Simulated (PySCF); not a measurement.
Isomers of C7H12NP, mass 141.071 u with the commonest isotopes. Method: PySCF 2.14.0, PBE0-D3(BJ)/def2-SVP geometry optimisation, gas phase. One conformer each, none proved a minimum here; rigid rotors.

**Question.** Order these by dipole moment, smallest first.
A. `[CH2:1]=[CH:2][CH2:3][P:4]([CH3:5])[CH2:6][CH2:7][C:8]#[N:9]` with C1–C2–C3–P4 -113°, C2–C3–P4–C5 176°, C3–P4–C6–C7 -177°, P4–C6–C7–C8 180°
B. `[CH3:1][CH2:2][c:3]1[cH:4][n:5]([CH2:6][CH3:7])[cH:8][p:9]1` with C1–C2–C3–C4 -108°, C4–N5–C6–C7 86°
C. `[CH3:1][c:2]1[cH:3][c:4]([CH3:5])[p:6]([NH2:7])[c:8]1[CH3:9]` with C4–P6–N7–H 109° and -34°

**Answer.** C (1.44 D), B (3.78 D), A (4.01 D).

**Question.** Order these by rotational constant B, smallest first.
A. `[CH3:1][c:2]1[cH:3][c:4]([CH3:5])[p:6]([NH2:7])[c:8]1[CH3:9]` with C4–P6–N7–H 109° and -34°
B. `[CH3:1][c:2]1[cH:3][n:4]([CH:5]([CH3:6])[CH3:7])[cH:8][p:9]1` with C3–N4–C5–C6 -64°
C. `[CH3:1][CH2:2][c:3]1[cH:4][n:5]([CH2:6][CH3:7])[cH:8][p:9]1` with C1–C2–C3–C4 -108°, C4–N5–C6–C7 86°
D. `[CH2:1]=[CH:2][CH2:3][P:4]([CH3:5])[CH2:6][CH2:7][C:8]#[N:9]` with C1–C2–C3–P4 -113°, C2–C3–P4–C5 176°, C3–P4–C6–C7 -177°, P4–C6–C7–C8 180°

**Answer.** D (745.9 MHz), C (855.7 MHz), B (889.6 MHz), A (1294 MHz).

**Question.** Order these by rotational constant C, smallest first.
A. `[CH3:1][c:2]1[cH:3][n:4]([CH:5]([CH3:6])[CH3:7])[cH:8][p:9]1` with C3–N4–C5–C6 -64°
B. `[CH3:1][c:2]1[cH:3][c:4]([CH3:5])[p:6]([NH2:7])[c:8]1[CH3:9]` with C4–P6–N7–H 109° and -34°
C. `[CH2:1]=[CH:2][CH2:3][P:4]([CH3:5])[CH2:6][CH2:7][C:8]#[N:9]` with C1–C2–C3–P4 -113°, C2–C3–P4–C5 176°, C3–P4–C6–C7 -177°, P4–C6–C7–C8 180°
D. `[CH3:1][CH2:2][c:3]1[cH:4][n:5]([CH2:6][CH3:7])[cH:8][p:9]1` with C1–C2–C3–C4 -108°, C4–N5–C6–C7 86°

**Answer.** C (561.7 MHz), D (713.9 MHz), A (770.2 MHz), B (819.8 MHz).

```json
{"SMILES": "Cc1cc(C)p(N)c1C", "point group": "C1", "Ia (u·Å²)": "274.47", "Ib (u·Å²)": "390.61", "Ic (u·Å²)": "616.47", "κ": "-0.07", "μa (D)": "0.67", "μb (D)": "0.15", "μc (D)": "1.27"}
{"SMILES": "C=CCP(C)CCC#N", "point group": "C1", "Ia (u·Å²)": "290.14", "Ib (u·Å²)": "677.51", "Ic (u·Å²)": "899.80", "κ": "-0.69", "μa (D)": "3.36", "μb (D)": "2.17", "μc (D)": "0.11"}
{"SMILES": "Cc1cn(C(C)C)cp1", "point group": "Cs", "Ia (u·Å²)": "201.06", "Ib (u·Å²)": "568.10", "Ic (u·Å²)": "656.15", "κ": "-0.86", "μa (D)": "3.73", "μb (D)": "1.24", "μc (D)": "0.00"}
{"SMILES": "CCc1cn(CC)cp1", "point group": "C1", "Ia (u·Å²)": "207.30", "Ib (u·Å²)": "590.60", "Ic (u·Å²)": "707.95", "κ": "-0.84", "μa (D)": "3.09", "μb (D)": "2.13", "μc (D)": "0.48"}
```
